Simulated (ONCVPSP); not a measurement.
## Ranking ONCV potentials for Ti

All share these settings but for the change named:

```json
{"Element": "titanium (Ti)", "Generator": "ONCVPSP 4.0.1", "Type": "optimised norm-conserving Vanderbilt (ONCV)", "Functional": "LDA (Perdew-Wang 92)", "Relativity": "scalar-relativistic", "Frozen core": "[Ne]", "Valence charge": "12", "Reference configuration": "3s2 3p6 3d2 4s2", "Partial waves": "3s+4s: rc 1.40 bohr, ncon 4, nbas 9, qcut 8.2 1/bohr, 2 projectors; 3p: rc 1.20 bohr, ncon 4, nbas 8, qcut 5.6 1/bohr, 2 projectors, debl 2.8 Ha; 3d: rc 1.45 bohr, ncon 4, nbas 8, qcut 10.7 1/bohr, 2 projectors, debl 1.9 Ha", "Local potential": "polynomial inside 1.05 bohr (lpopt 5, dvloc0 1 Ha)", "Core correction": "none"}
```

Cutoff: the first of the cutoffs (Ha) at which the residual kinetic energy of the hardest occupied pseudo-wave falls to 1 and 0.1 mHa per electron; the density cutoff is not measured.

The base gives 42 Ha.

Of 8 variants that were run, those that failed, showed a ghost or another fault, or gave nearly equal values are left out.

A variant can come out equal or close to the base.

Task: Rank these variants from softest to hardest (loose cutoff).
A. d: qcut 6.9
B. s: qcut 9.8; p: qcut 6.7; d: qcut 12.8
C. s: nproj 4

Result: C (42 Ha), B (50 Ha), A (97 Ha).
